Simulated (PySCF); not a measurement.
The scaffold SiH2Cl-X carries different groups X. All species are isolated molecules in the gas phase. One relaxed conformer stands for each flexible species; it need not be the lowest. Strings in code marks are SMILES.

These are PBE-D3(BJ)/def2-TZVP // PBE0-D4/def2-TZVP (PySCF) values and carry that method's errors. All candidates: neutral, multiplicity 1. Delta-SCF ions had no search for a lower state. 

HOMO: -6.65 eV
vertical ionisation energy (Delta-SCF): 9.89 eV
LUMO: -2.07 eV

Problem. Say which member has these values.
A. `S=C[SiH2]Cl` (S–C–Si–Cl torsion 180°)
B. `CN(C)[SiH2]Cl` (C–N–Si–Cl torsion 79°)
C. `Cl[SiH2]C1CC1` (Cl–Si–C–C torsion 83°)
D. `O=C(O)[SiH2]Cl` (Si–C–O–H torsion -180°, O–C–Si–Cl torsion 179°)

Solution. D, `O=C(O)[SiH2]Cl` (Si–C–O–H torsion -180°, O–C–Si–Cl torsion 179°). The others give `CN(C)[SiH2]Cl` (C–N–Si–Cl torsion 79°): -5.58 eV, 8.65 eV, -0.17 eV; `S=C[SiH2]Cl` (S–C–Si–Cl torsion 180°): -5.66 eV, 8.84 eV, -4.07 eV; `Cl[SiH2]C1CC1` (Cl–Si–C–C torsion 83°): -7.09 eV, 9.87 eV, -0.45 eV
